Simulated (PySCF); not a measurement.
cyclopropane (C$_{3}$H$_{6}$), singlet, at a GFN2-xTB geometry, with bond 9-3 at 1.8 times its length; PBE0/STO-3G in PySCF.

PySCF was given this input:
```python
from pyscf import gto, scf, dft

mol = gto.M(
    atom='''
C    -0.00164658    0.86387943    0.01427651
C     0.74902842   -0.43063952    0.00048003
C    -0.74738184   -0.43323991   -0.01475654
H    -0.01194048    1.44007117    0.92692109
H     0.00639391    1.46994805   -0.87882997
H     1.27073624   -0.71037648   -0.90206703
H     1.25240186   -0.74025335    0.90368403
H    -1.26796296   -0.74463313    0.87802147
H    -1.65142595   -0.93996934   -1.65810803
''',
    basis='sto-3g',
    verbose=4,
)

mf = dft.RKS(mol)
mf.xc = 'pbe0'
mf.kernel()
mo_i, mo_e, stable_i, stable_e = mf.stability(internal=True, external=True, return_status=True, nroots=6, tol=1e-6)
print('internally stable:', stable_i, ' externally stable:', stable_e)
if not stable_e:
    umf = mf.to_uhf() if not hasattr(mf, 'xc') else mf.to_uks()
    umf.scf_summary = {}
    umf.kernel(umf.make_rdm1(mo_e, umf.mo_occ))
```

Task: What does PySCF print? Leave out banner, timings and long lists.

Result: 
```
PySCF version 2.14.0

[INPUT] verbose = 4
[INPUT] num. atoms = 9
[INPUT] num. electrons = 24
[INPUT] charge = 0
[INPUT] spin (= nelec alpha-beta = 2S) = 0
[INPUT] symmetry False subgroup None
[INPUT] Mole.unit = angstrom
[INPUT] Symbol           X                Y                Z      unit          X                Y                Z       unit  Magmom
[INPUT]  1 C     -0.001646580000   0.863879430000   0.014276510000 AA   -0.003111585242   1.632495527345   0.026978693915 Bohr   0.0
[INPUT]  2 C      0.749028420000  -0.430639520000   0.000480030000 AA    1.415458573316  -0.813790751214   0.000907125232 Bohr   0.0
[INPUT]  3 C     -0.747381840000  -0.433239910000  -0.014756540000 AA   -1.412346988074  -0.818704776131  -0.027885819146 Bohr   0.0
[INPUT]  4 H     -0.011940480000   1.440071170000   0.926921090000 AA   -0.022564236996   2.721340111182   1.751626999183 Bohr   0.0
[INPUT]  5 H      0.006393910000   1.469948050000  -0.878829970000 AA    0.012082738765   2.777799231838  -1.660747953360 Bohr   0.0
[INPUT]  6 H      1.270736240000  -0.710376480000  -0.902067030000 AA    2.401343470160  -1.342416992533  -1.704659632700 Bohr   0.0
[INPUT]  7 H      1.252401860000  -0.740253350000   0.903684030000 AA    2.366696513296  -1.398876094292   1.707715319843 Bohr   0.0
[INPUT]  8 H     -1.267962960000  -0.744633130000   0.878021470000 AA   -2.396102730493  -1.407152678978   1.659220109788 Bohr   0.0
[INPUT]  9 H     -1.651425950000  -0.939969340000  -1.658108030000 AA   -3.120742760500  -1.776284618088  -3.133370061642 Bohr   0.0

nuclear repulsion = 73.9028271079069
number of shells = 15
number of NR pGTOs = 63
number of NR cGTOs = 21
basis = sto-3g
ecp = {}

******** <class 'pyscf.dft.rks.RKS'> ********
method = RKS
initial guess = minao
damping factor = 0
level_shift factor = 0
DIIS = <class 'pyscf.scf.diis.CDIIS'>
diis_start_cycle = 1
diis_space = 8
diis_damp = 0
SCF conv_tol = 1e-09
SCF conv_tol_grad = None
SCF max_cycles = 50
direct_scf = True
direct_scf_tol = 1e-13
XC library pyscf.dft.libxc version 7.1.2
    S. Lehtola, C. Steigemann, M. J. T. Oliveira, and M. A. L. Marques,  SoftwareX 7, 1–5 (2018)
XC functionals = pbe0
    C. Adamo and V. Barone,  J. Chem. Phys. 110, 6158 (1999)
    M. Ernzerhof and G. E. Scuseria,  J. Chem. Phys. 110, 5029 (1999)
radial grids:
    Treutler-Ahlrichs [JCP 102, 346 (1995); DOI:10.1063/1.469408] (M4) radial grids

becke partition: Becke, JCP 88, 2547 (1988); DOI:10.1063/1.454033
pruning grids: <function nwchem_prune>
grids dens level: 3
symmetrized grids: False
atomic radii adjust function: <function treutler_atomic_radii_adjust>
small_rho_cutoff = 0
Set gradient conv threshold to 3.16228e-05
Initial guess from minao.
tot grids = 101208
init E= -116.413305434698
cycle= 1 E= -116.159254694028  delta_E= 0.254  |g|= 0.139  |ddm|= 3.56
cycle= 2 E= -116.153647096694  delta_E= 0.00561  |g|= 0.173  |ddm|= 0.472
cycle= 3 E= -116.165500374917  delta_E= -0.0119  |g|= 0.0626  |ddm|= 0.356
cycle= 4 E= -116.167136084428  delta_E= -0.00164  |g|= 0.00949  |ddm|= 0.0957
cycle= 5 E= -116.167163633202  delta_E= -2.75e-05  |g|= 0.0018  |ddm|= 0.0158
cycle= 6 E= -116.167165833412  delta_E= -2.2e-06  |g|= 0.000174  |ddm|= 0.00444
cycle= 7 E= -116.167165852569  delta_E= -1.92e-08  |g|= 4.3e-06  |ddm|= 0.000381
cycle= 8 E= -116.167165852585  delta_E= -1.58e-11  |g|= 9.78e-07  |ddm|= 1.44e-05
Extra cycle  E= -116.167165852584  delta_E= 1.28e-12  |g|= 1.83e-06  |ddm|= 4.75e-06
converged SCF energy = -116.167165852584
rhf_internal: lowest eigs of H = [1.04527719 1.105407   1.40646165 1.68420721 1.81724852 1.87480893]
<class 'pyscf.dft.rks.RKS'> wavefunction is stable in the internal stability analysis
rhf_real2complex: lowest eigs of H = [0.18826912 0.23553362 0.26642023 0.34325445 0.41202072 0.43001964]
<class 'pyscf.dft.rks.RKS'> wavefunction is stable in the real -> complex stability analysis
rhf_external: lowest eigs of H = [-0.01996515  0.20330911  0.24574968  0.33275673  0.34437504  0.34513083]
<class 'pyscf.dft.rks.RKS'> wavefunction has an RHF/RKS -> UHF/UKS instability
internally stable: True  externally stable: False

******** <class 'pyscf.dft.uks.UKS'> ********
method = UKS
initial guess = minao
damping factor = 0
level_shift factor = 0
DIIS = <class 'pyscf.scf.diis.CDIIS'>
diis_start_cycle = 1
diis_space = 8
diis_damp = 0
SCF conv_tol = 1e-09
SCF conv_tol_grad = None
SCF max_cycles = 50
direct_scf = True
direct_scf_tol = 1e-13
number electrons alpha = 12  beta = 12
XC library pyscf.dft.libxc version 7.1.2
    S. Lehtola, C. Steigemann, M. J. T. Oliveira, and M. A. L. Marques,  SoftwareX 7, 1–5 (2018)
XC functionals = pbe0
    C. Adamo and V. Barone,  J. Chem. Phys. 110, 6158 (1999)
    M. Ernzerhof and G. E. Scuseria,  J. Chem. Phys. 110, 5029 (1999)
radial grids:
    Treutler-Ahlrichs [JCP 102, 346 (1995); DOI:10.1063/1.469408] (M4) radial grids

becke partition: Becke, JCP 88, 2547 (1988); DOI:10.1063/1.454033
pruning grids: <function nwchem_prune>
grids dens level: 3
symmetrized grids: False
atomic radii adjust function: <function treutler_atomic_radii_adjust>
small_rho_cutoff = 0
Set gradient conv threshold to 3.16228e-05
init E= -115.98598157309
cycle= 1 E= -115.923144178853  delta_E= 0.0628  |g|= 0.457  |ddm|= 1.69
cycle= 2 E= -115.703933198259  delta_E= 0.219  |g|= 0.645  |ddm|= 1.83
cycle= 3 E= -116.167001588711  delta_E= -0.463  |g|= 0.0209  |ddm|= 1.13
cycle= 4 E= -116.167105062282  delta_E= -0.000103  |g|= 0.0159  |ddm|= 0.0558
cycle= 5 E= -116.167347903665  delta_E= -0.000243  |g|= 0.00202  |ddm|= 0.0277
cycle= 6 E= -116.16737022858  delta_E= -2.23e-05  |g|= 0.00196  |ddm|= 0.00936
cycle= 7 E= -116.167388510916  delta_E= -1.83e-05  |g|= 0.00198  |ddm|= 0.00743
cycle= 8 E= -116.167298423148  delta_E= 9.01e-05  |g|= 0.00164  |ddm|= 0.04
cycle= 9 E= -116.167165624507  delta_E= 0.000133  |g|= 0.000389  |ddm|= 0.129
cycle= 10 E= -116.167165931305  delta_E= -3.07e-07  |g|= 6.08e-05  |ddm|= 0.00315
cycle= 11 E= -116.167165852455  delta_E= 7.89e-08  |g|= 1.11e-05  |ddm|= 0.00324
cycle= 12 E= -116.167165852566  delta_E= -1.12e-10  |g|= 3.71e-06  |ddm|= 0.000111
Extra cycle  E= -116.167165852581  delta_E= -1.49e-11  |g|= 2.14e-06  |ddm|= 1.13e-05
converged SCF energy = -116.167165852581  <S^2> = 2.5040947e-10  2S+1 = 1
```
